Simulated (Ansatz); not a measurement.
MnI₂, relaxed as a quartet with UKS B3LYP-D4/def2-TZVP in Ansatz, starting from the B3LYP-D4/def2-TZVP geometry of the neutral sextet. Force threshold 0.02 eV/Å.

In the def2 sets I takes a core potential; there is no spin–orbit coupling. The charge 0 quartet is spin-contaminated (final ⟨S²⟩ up to 4.76, 3.75 for a pure state). At B3LYP-D4/def2-TZVP a sextet of charge 0 lies 1.74 eV below the quartet, each at its own geometry.

Start:

Cartesian coordinates in Å:
```
Mn -0.010 0.002 0.006
I -0.877 1.218 -2.046
I 0.887 -1.220 2.040
```

```json
{"step": "1", "energy (eV)": "-47530.6501", "largest force component (eV/Å)": "0.213", "SCF passes": "168"}
{"step": "2", "energy (eV)": "-47530.6545", "largest force component (eV/Å)": "0.079", "SCF passes": "24"}
{"step": "3", "energy (eV)": "-47530.6551", "largest force component (eV/Å)": "0.003", "SCF passes": "25"}
```

Force components are those of the run's own axes.

End:

Cartesian coordinates in Å:
```
Mn -0.005 0.001 0.003
I -0.872 1.208 -2.026
I 0.877 -1.209 2.023
```

By distances, no bond broke or formed. The bond that changes most is Mn1–I2, from 2.54 to 2.51 Å (atoms count from 1).

No frequencies were taken in this run, so the end may be a saddle point.

Hardware: 2 threads of Arm Neoverse N1 on a shared host. Wall time 61 s, peak host memory 0.59 GiB.
